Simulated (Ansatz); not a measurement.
Species: MgH, charge 0, multiplicity 2. 
Geometry from a B3LYP-D3(BJ)/def2-TZVP (Ansatz, a quantum-chemistry and plane-wave program) optimisation:
```xyz
2

Mg     0.0000     0.0000    -0.1341
H      0.0000     0.0000     1.6090
```
Charge 0, spin multiplicity 2.

Basis-set convergence of Hartree-Fock and CCSD correlation energies (hartree) with Ansatz. Valence correlation only, unless marked. Open shells are spin-unrestricted. Spin-orbit coupling is left out. No relativistic terms.

```
basis        functions       E(HF)  E(corr, CCSD)
-----------  ---------  ----------  -------------
def2-SVPD           29  -200.07689       -0.03599
def2-TZVPPD         52  -200.14930       -0.04024
def2-QZVPPD         96  -200.15796       -0.04168
```

Extrapolating the two largest sets (X = 3 and 4) as X^-3: E(corr) = (64·(-0.04168) - 27·(-0.04024))/37 = -0.0427 Eh, an estimate of the basis-set limit. The largest set recovers 97.5 % of it, the smallest 84.2 %.
